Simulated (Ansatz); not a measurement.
Consider the atomization: `[SH][GeH][Cl]`• → Cl• + Ge• + 2 H• + S•.

Computed with Ansatz on PBE0-D4/def2-TZVP structures; ΔE is electronic, products minus reactants. CCSD(T)/CBS adds triple-zeta CCSD(T) − MP2 to the extrapolated MP2 energy (def2 sets, frozen cores). This one scheme is used for every species, atoms too. Functionals use def2-TZVPP. Open shells (•) are unrestricted, without spin–orbit coupling. Spin–orbit coupling would lower the free atoms: a little for Cl, S; clearly for Ge. For Ge outer-core shells are correlated without core-valence functions, so the limit isn't a true one: a few kJ/mol of doubt a bond, and 10 to 20 or more in all where bonds break to atoms. Scalar relativity is left out up to krypton. One conformer a species, not always the lowest.

Question: What is ΔE at CCSD(T)/CBS? (Best estimate.)

Answer: The calculation gave: +13.09 eV.

Question: What do these levels give: revPBE-D4, B97M-V, r2SCAN0-D4, BHLYP-D4, ωB97X-V, ωB97M-V, revPBE, r2SCAN, r2SCAN0, CCSD/def2-SVP, CCSD(T)/def2-SVP, CCSD/CBS(def2)? (An estimate is asked.)

Answer: Computed: revPBE-D4 13.06, B97M-V 13.54, r2SCAN0-D4 13.12, BHLYP-D4 12.65, ωB97X-V 13.26, ωB97M-V 13.16, revPBE 12.74, r2SCAN 13.38, r2SCAN0 13.08, CCSD/def2-SVP 11.58, CCSD(T)/def2-SVP 11.78, CCSD/CBS(def2) 12.80 eV.

Largest T1 diagnostic among the species: 0.014.

The D4 term adds +0.22 eV with B3LYP and +0.11 eV with PBE0; it sums over pairs of atoms, weighted by their polarisabilities, and B3LYP, whose exchange is more repulsive, gets the larger term. From r2SCAN to r2SCAN0 (25 % exact exchange), in def2-TZVPP and without D4, ΔE moves by −0.29 eV: exact exchange takes away binding that semilocal exchange gives to molecules.

B3LYP here is the variant with VWN-RPA as its local correlation; programs differ in this.

For atomizations the MP2-based limit and the directly extrapolated one differ by several kJ/mol either way, and by 10 to 25 for some Ge, Se and Sn compounds, so smaller differences from it don't rank the levels.
